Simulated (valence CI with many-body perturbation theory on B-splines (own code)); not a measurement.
# Eu24+: what the settings do

Calculated by relativistic CI+MBPT: three valence electrons over a frozen Dirac-Fock core [Kr], radial functions for each j: 6 s, 6 p, 5 d, 5 f, 1 g, with the one-electron correlation potential Σ1, the two-electron term Σ2, the three-electron term Σ3, Breit, model QED; selected CI, second order for the rest (own B-spline code, finite nucleus).

No measured levels were compared; by estimate terms of the open shell hold to 2 to 4 % of their energy, and close levels can change places. Only levels of the ground parity were solved; by the run's estimate the other parity begins above the list, which can be wrong where configurations are misplaced.

The reference run has the lowest level (4d3/2^3) J=3/2 and an ionisation energy of 796.694 eV. Its largest variational space holds 2464 state functions.

Levels are named by their leading jj configuration (3d3/2^4 stands for four electrons in 3d with j = 3/2), which in mixed levels can hold well under half, so a name can repeat and another be missing. Letters in brackets count levels of one name in rising energy.

Changed runs:
A. scale of Σ1 1 → 0; logarithmic knot step 0.27 → 0.4
B. highest l in the core sums 6 → 4
C. box radius (bohr) 5.9731 → 2.67
D. scale of Σ2 1 → 3 (bad on purpose)

Excitation energies of the reference run in cm⁻¹, and shifts in cm⁻¹:

```tsv
Level	Reference	A	B	C	D
(4d3/2^2 4d5/2) J=5/2 [a]	40026	-429	+68	-1.1	+336
(4d3/2^2 4d5/2) J=3/2	58345	-378	-66	+0.3	-1449
(4d3/2^2 4d5/2) J=7/2	59683	-502	+77	-0.4	-1492
(4d3/2^2 4d5/2) J=9/2	65624	-464	+118	+0.2	-3681
(4d3/2^2 4d5/2) J=1/2	68104	-420	-92	+0.4	-2248
(4d3/2^2 4d5/2) J=5/2 [b]	103779	-621	-113	+0.9	-2088
(4d3/2 4d5/2^2) J=7/2 [a]	105114	-829	+80	+0.3	-1133
(4d3/2 4d5/2^2) J=9/2	111451	-893	+137	-0.4	-2208
(4d3/2 4d5/2^2) J=3/2 [a]	123452	-866	-83	+1.4	+1.5
(4d3/2 4d5/2^2) J=1/2	129451	-878	-118	+1.5	-619
(4d3/2 4d5/2^2) J=11/2	135099	-914	+188	+0.6	-6181
(4d3/2 4d5/2^2) J=5/2 [a]	142455	-818	-106	+2.4	-5515
Ionisation energy (eV)	796.694	-2.539	+0.121	+0.0015	+3.185
```
